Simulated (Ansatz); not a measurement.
Ideal-gas functions of CHF2NSi (`N#C[SiH](F)F`) at 600 K and 1 bar, from an Ansatz frequency run at PBE0-D4/def2-TZVP.

Molar mass 93.11 g/mol, point group Cs (symmetry number 1), electronic degeneracy 1, moments of inertia 73.455, 169.137, 220.562 u Å². Harmonic wavenumbers (cm⁻¹, unscaled): 140, 186, 301, 375, 424, 622, 831, 832, 914, 1001, 2345, 2348.

Use S(trans) = R[1.5 ln M + 2.5 ln T − 1.1517]; rotational temperatures θ = 24.2544 K / I; S(rot) = R[ln(√π/σ · √(T³/θAθBθC)) + 1.5]; for each mode x = 1.438777 ν̃/T, S = R[x/(eˣ − 1) − ln(1 − e⁻ˣ)] and H = RT x/(eˣ − 1); 1 cm⁻¹ = 0.0119627 kJ/mol; R = 8.31446 J/(mol·K).

By hand: the entropy, in J/(mol·K).

Translation 179.9. Rotation: θ = 0.3302, 0.1434, 0.11 K, giving 118.9. Vibration, mode by mode: 17.43, 15.10, 11.20, 9.47, 8.53, 5.72, 3.83, 3.83, 3.28, 2.78, 0.20, 0.20, in all 81.6. Electronic 0.0. Sum 380.4 J/(mol·K).

By hand: H − E and G − E in kJ/mol, counted from the electronic energy.

Zero-point energy ½ × 10319 × 0.0119627 = 61.7; thermal vibration 25.6; translation, rotation and pV give 4 RT = 20.0. H − E = 107.3 kJ/mol, and G − E = 107.3 − 600 × 380.4/1000 = -120.9 kJ/mol.

Vibration gives 21 % of the entropy, 17.4 J/(mol·K) of it from the mode under 150 cm⁻¹: soft modes count most, and the harmonic formula is weakest for them.
